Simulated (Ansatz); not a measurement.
Consider the formal hydrolysis of a C–C bond: `Cc1ccccc1O` + H₂O → `Oc1ccccc1O` + CH₄.

Program: Ansatz. Geometries: PBE0-D4/def2-TZVP. ΔE: electronic, gas phase. CCSD(T)/CBS adds triple-zeta CCSD(T) − MP2 to the extrapolated MP2 energy (def2 sets, frozen cores). This one scheme is used for every species. Functionals use def2-TZVPP. HSE06 is defined as in plane-wave codes. One conformer a species, not always the lowest.

```json
{"level": "PBE-D4", "ΔE (kJ/mol)": "11.2", "difference from CCSD(T)/CBS": "-15.8"}
{"level": "BLYP-D4", "ΔE (kJ/mol)": "10.8", "difference from CCSD(T)/CBS": "-16.2"}
{"level": "HSE06-D4", "ΔE (kJ/mol)": "15.7", "difference from CCSD(T)/CBS": "-11.3"}
{"level": "BHLYP-D4", "ΔE (kJ/mol)": "16.5", "difference from CCSD(T)/CBS": "-10.5"}
{"level": "ωB97X-V", "ΔE (kJ/mol)": "14.8", "difference from CCSD(T)/CBS": "-12.2"}
{"level": "PBE-QIDH", "ΔE (kJ/mol)": "21.0", "difference from CCSD(T)/CBS": "-6.0"}
{"level": "BLYP", "ΔE (kJ/mol)": "4.2", "difference from CCSD(T)/CBS": "-22.8"}
{"level": "r2SCAN", "ΔE (kJ/mol)": "8.8", "difference from CCSD(T)/CBS": "-18.2"}
{"level": "r2SCANh", "ΔE (kJ/mol)": "10.8", "difference from CCSD(T)/CBS": "-16.2"}
{"level": "BHLYP", "ΔE (kJ/mol)": "12.5", "difference from CCSD(T)/CBS": "-14.5"}
{"level": "CAM-B3LYP", "ΔE (kJ/mol)": "9.1", "difference from CCSD(T)/CBS": "-17.9"}
{"level": "RPA@PBE/def2-TZVPP", "ΔE (kJ/mol)": "21.3", "difference from CCSD(T)/CBS": "-5.7"}
{"level": "HF/def2-SVP", "ΔE (kJ/mol)": "5.3", "difference from CCSD(T)/CBS": "-21.7"}
{"level": "CCSD(T)/def2-SVP", "ΔE (kJ/mol)": "10.1", "difference from CCSD(T)/CBS": "-16.9"}
{"level": "SCS-MP2/def2-TZVPP", "ΔE (kJ/mol)": "25.6", "difference from CCSD(T)/CBS": "-1.4"}
{"level": "MP2/def2-QZVPP", "ΔE (kJ/mol)": "31.8", "difference from CCSD(T)/CBS": "4.8"}
{"level": "CCSD(T)/CBS", "ΔE (kJ/mol)": "27.0", "difference from CCSD(T)/CBS": "0"}
```

Largest T1 diagnostic among the species: 0.012.

From r2SCAN to r2SCAN0 (25 % exact exchange), in def2-TZVPP and without D4, ΔE moves by +4.6 kJ/mol. The D4 term adds +5.1 kJ/mol with B3LYP and +3.0 kJ/mol with PBE0; it sums over pairs of atoms, weighted by their polarisabilities, and B3LYP, whose exchange is more repulsive, gets the larger term.

B3LYP here is the variant with VWN-RPA as its local correlation; programs differ in this.
